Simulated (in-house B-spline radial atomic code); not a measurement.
**Binding energies in the antimony ion Sb²⁺**

NIST's tabulated ground configuration is [Kr] 4d10 5s2 5p1; each binding energy is the energy of the ion with one electron taken from that subshell, relaxed, less that of the parent. Method: Dirac-Kohn-Sham PBE, spherical fractional occupations, Fermi nucleus of rms radius 4.6802 fm. Calculated with a B-spline radial code for spherical atoms. Energies include first-order Breit, QED and recoil terms.

| subshell | X-ray name | binding energy (eV) | -ε (eV) | relaxation (eV) |
| --- | --- | --- | --- | --- |
| 1s | K | 30557.3 | 30301.7 | -346.0 |
| 2s | L1 | 4676.5 | 4625.4 | -61.5 |
| 2p1/2 | L2 | 4395.3 | 4328.5 | -76.7 |
| 2p3/2 | L3 | 4141.8 | 4076.7 | -71.9 |
| 3s | M1 | 941.4 | 921.8 | -21.4 |
| 3p1/2 | M2 | 820.9 | 800.4 | -22.0 |
| 3p3/2 | M3 | 774.3 | 753.9 | -21.3 |
| 3d3/2 | M4 | 562.8 | 539.6 | -23.6 |
| 3d5/2 | M5 | 553.1 | 530.0 | -23.3 |
| 4s | N1 | 177.1 | 167.1 | -10.3 |
| 4p1/2 | N2 | 135.8 | 126.1 | -10.0 |
| 4p3/2 | N3 | 127.2 | 117.5 | -9.8 |
| 4d3/2 | N4 | 61.39 | 52.58 | -8.80 |
| 4d5/2 | N5 | 60.11 | 51.33 | -8.73 |
| 5s | O1 | 34.47 | 29.40 | -5.10 |
| 5p | O2,3 | 24.43 | 20.10 | -4.34 |

Relaxation = -ε minus the binding energy without Breit, QED and recoil terms. With a density functional, K lines can miss by some tenths of a per cent, more in light atoms. For a density functional the relaxation so defined is negative, because -ε of a Kohn-Sham level is smaller than the binding energy.

Emission lines follow as differences of binding energies, with λ = 12398.42 eV·Å / E:

```csv
line,holes,energy (eV),wavelength (Å)
K-L3,1s → 2p3/2,26415.5,0.46936
K-L2,1s → 2p1/2,26162.0,0.47391
K-M3,1s → 3p3/2,29783.0,0.41629
L3-M5,2p3/2 → 3d5/2,3588.7,3.4548
L2-M4,2p1/2 → 3d3/2,3832.5,3.2351
L1-M3,2s → 3p3/2,3902.2,3.1773
L3-M1,2p3/2 → 3s,3200.4,3.874
L2-N4,2p1/2 → 4d3/2,4333.9,2.8608
```

Question: What screening constant σ does Moseley's law, E = (3/4)·13.6057 eV·(Z - σ)², need for K-L3?

Answer: σ = 0.12.

Moseley's non-relativistic formula needs a falling, then negative, screening constant for heavy elements, because relativity binds the 1s electron more strongly than the formula allows.

Question: What does it cost to remove both a 3s and a 3p1/2 electron?

Answer: 1807 eV, which is 44.61 eV more than the two single binding energies together.

Question: What does it cost to remove both a 4p3/2 and a 5s electron?

Answer: 174.55 eV, which is 12.93 eV more than the two single binding energies together.

Question: What does it cost to remove both a 3s and a 4p3/2 electron?

Answer: 1091.9 eV, which is 23.34 eV more than the two single binding energies together.
